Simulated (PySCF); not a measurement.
# Xe: excitation energy

Xe [Xe] (1S) → Xe [Kr] 4d10 5s1 5p6 5d1, s spin flipped, as a difference of total energies. All numbers are calculated (PySCF 2.14, scalar relativity by spin-free X2C-1e, in aug-cc-pwCVTZ-DK3 with one added diffuse shell each of s, p, d, f type (11s10p8d5f1g, 125 functions)). The calculations carry no spin-orbit coupling.

```
   method  excitation energy (eV)
      UHF                  24.734
  wB97M-V                  23.300
BHandHLYP                  23.727
    wB97X                  23.539
```

The upper determinant mixes two multiplicities, so it lies between the two terms.

The upper state lies above the first ionisation limit, where it may autoionise and the basis confines it.

The promoted electron is Rydberg-like, and one or two diffuse shells describe it only roughly, which tends to raise the upper state.
